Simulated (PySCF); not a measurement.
**Correlation energy of He (helium, neutral)**

1s2, closed-shell 1S. Computed with PySCF 2.14 in 6-31G* (2s, 2 functions), with no relativity, point nucleus. Frozen: nothing; 2 electrons correlated.

Total MP2 correlation energy: -11.20 mhartree.

Same-spin part 0.00 and opposite-spin part -11.20 mhartree; SCS-MP2 scales them by 1/3 and 6/5 to -13.44 mhartree.

With two correlated electrons CCSD is exact within the correlated space (frozen core and kept virtual orbitals).

```tsv
level	correlation energy (mhartree)
CCSD	-15.00
```

Diagnostics: T1 = 0.0015, D1 = 0.0021, largest double amplitude 0.066.

Cost of the coupled-cluster step: 0.02 s of wall time on 1 thread of Neoverse-V1 (shared host), for 2 correlated electrons.
